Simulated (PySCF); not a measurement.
VF3 (triplet state).
Bonds: V1–F2, V1–F3, V1–F4.

Computed by this run: PBE0-D3(BJ)/def2-SVP geometry optimisation, gas phase in PySCF; unrestricted, density fitting, grid level 1; the optimiser is geomeTRIC in internal coordinates, started from a GFN2-xTB structure with every atom displaced at random (about 0.03 Å).

Step 0: E = -33816.6928 eV
```
atom  x, y, z in Å  |  force x, y, z in eV/Å
V1      0.1470   -0.2300    0.0142   -3.761   9.911   0.193
F2      1.6325    0.1253    0.0047   11.507   1.882  -0.065
F3     -0.8130    1.3399   -0.0414    0.863  -1.318   0.061
F4     -0.8833   -1.3257   -0.0079   -8.608 -10.474  -0.190
```

**Question.** Estimate the geometry and energy of step 1. (The exact step hangs on the optimiser's Hessian estimate; all steps are aligned on step 0, rigid shifts and turns removed.)

**Answer.** E = -33818.8297 eV, largest force 3.701 eV/Å
```
atom  x, y, z in Å  |  force x, y, z in eV/Å
V1      0.1284   -0.1547    0.0025   -1.608   3.333  -0.059
F2      1.7724    0.1159    0.0106    2.176   0.075   0.018
F3     -0.8608    1.3506   -0.0394    0.862  -1.081   0.037
F4     -0.9566   -1.4023   -0.0041   -1.430  -2.326   0.004
```

The energy changes by -2.1369 eV. The first-order estimate −F·Δx gives -3.7833 eV and the mean of the old and new forces, exact on a quadratic surface, -2.2996 eV. The step makes an angle of 24° with the force vector and moves no atom by more than 0.140 Å.

The cost below is that of the whole optimisation. On an Arm Neoverse V2 with one thread, no GPU (shared host), this took 36 s and 0.30 GiB of memory at its peak.
